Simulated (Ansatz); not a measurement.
Species: C₂H₈Si₃, SMILES `C#C[SiH2][SiH2][SiH3]` (charge 0, multiplicity 1).

Problem. Give a relaxed geometry from PBE-D3(BJ)/def2-TZVP in Ansatz (a quantum-chemistry and plane-wave program).

Solution. Several could match; the one computed here: the end point of this relaxation, one of several conformers (outside a Z-matrix the atoms follow the SMILES, hydrogens last).
Cartesian coordinates (Å) in one orientation:
```xyz
13

C      2.911     0.281     0.700
C      2.122    -0.129    -0.133
Si     0.865    -0.736    -1.313
Si    -1.179    -0.907    -0.170
Si    -1.682     1.141     0.854
H      3.613     0.643     1.426
H      0.743     0.244    -2.436
H      1.310    -2.051    -1.870
H     -2.258    -1.280    -1.142
H     -1.081    -1.990     0.861
H     -1.740     2.219    -0.182
H     -3.004     1.081     1.556
H     -0.621     1.486     1.850
```
